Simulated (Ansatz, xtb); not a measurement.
C4H5NO2: 3 structures ranked

3 gas-phase structures of C4H5NO2, from a drawn sample of its isomers (lower ones may exist). Each was relaxed with GFN2-xTB; where two conformers were screened, the lower at r2SCAN-D4/def2-SVP is listed:

A. `CO[C@@H]1O[C@H]1C#N`, a singlet
B. `CO[C@@H]1O[C@@H]1C#N`, a singlet
C. `CO[C@@]1(C#N)CO1`, a singlet

Question: Make a reasoned guess at their ranking by r2SCAN-D4/def2-SVP single-point energy.

Answer: Calculated order at r2SCAN-D4/def2-SVP: A (0.0), B (0.4), C (1.3) kcal/mol. Less than 1 kcal/mol parts A and B; B and C, so the order within those pairs means little.

Energies above the lowest of each column, in kcal/mol; the last columns are at B3LYP-D3(BJ)/def2-SVP geometries:

```
structure  GFN2-xTB  HF/STO-3G  r2SCAN-D4/def2-SVP  B3LYP-D3(BJ)/def2-SVP  CCSD(T)/def2-SVP + ΔMP2/def2-TZVPP
        A       0.0        0.0                 0.0                    0.0                                 0.0
        B       1.1        0.6                 0.4                    0.5                                 0.7
        C       2.2        0.9                 1.3                    1.4                                 1.1
```

Every level run on A puts it lowest or level with the lowest. Flexible structures stand in one conformer each, not always the lowest. ΔMP2 is the change of the MP2 energy from the smaller to the larger basis.

Programs: Ansatz 0.2.0, xtb 6.7.1.
